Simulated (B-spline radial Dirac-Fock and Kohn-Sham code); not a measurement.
## Elastic scattering of 230 eV electrons by the free cobalt atom

Calculated with a radial finite-basis atomic code, using relativistic (Dirac) partial waves in the static field of the Dirac-Fock atom with Furness-McCarthy exchange, without polarisation or absorption potentials. Below a few hundred eV the neglected polarisation potential matters, most of all at small angles.

Input file task.json (cfg lists n, l and occupation; rrms is the nuclear radius in fm):

```json
{"items": [{
  "Z": 27,
  "q": 0,
  "cfg": [[1, 0, 2], [2, 0, 2], [2, 1, 6], [3, 0, 2], [3, 1, 6], [3, 2, 7], [4, 0, 2]],
  "A": 59,
  "rrms": 3.7875,
  "do": "elastic",
  "energies": [[230.0, 0]],
  "theta": [5, 10, 15, 20, 25, 30, 35, 40, 45, 50, 55, 60, 65, 70, 75, 80, 85, 90, 95, 100, 105, 110, 115, 120, 125, 130, 135, 140, 145, 150, 155, 160, 165, 170, 175]
}]}
```

Run with: `python xray2_run.py task.json out`

```tsv
θ (°)	dσ/dΩ (Å²/sr)	Sherman function
5	12.1	0.000
10	6.43	0.000
15	2.97	0.000
20	1.47	0.001
25	0.831	0.002
30	0.524	0.004
35	0.351	0.005
40	0.242	0.006
45	0.167	0.006
50	0.113	0.003
55	0.0734	-0.003
60	0.0479	-0.015
65	0.0358	-0.028
70	0.0360	-0.031
75	0.0460	-0.022
80	0.0621	-0.012
85	0.0796	-0.005
90	0.0936	0.000
95	0.100	0.005
100	0.0965	0.008
105	0.0827	0.012
110	0.0612	0.017
115	0.0365	0.024
120	0.0147	0.036
125	0.00284	0.005
130	0.00726	-0.082
135	0.0328	-0.038
140	0.0816	-0.022
145	0.153	-0.015
150	0.243	-0.011
155	0.343	-0.008
160	0.446	-0.006
165	0.540	-0.004
170	0.616	-0.003
175	0.665	-0.001
```

The total elastic cross section is 3.54 Å², the first transport cross section 1.54 Å² and the second, weighted with (3/2) sin²θ, 1.17 Å². The mean deflection is ⟨1 − cos θ⟩ = 0.434, and 21 % of the collisions scatter beyond 90°.

On this grid of angles the cross section has minima near 65°, 125°, from interference among the few low partial waves with large phase shifts.

Phase shifts modulo π (rad) for κ = −1 to −5: 0.542, -1.380, -0.291, 1.287, 0.651.
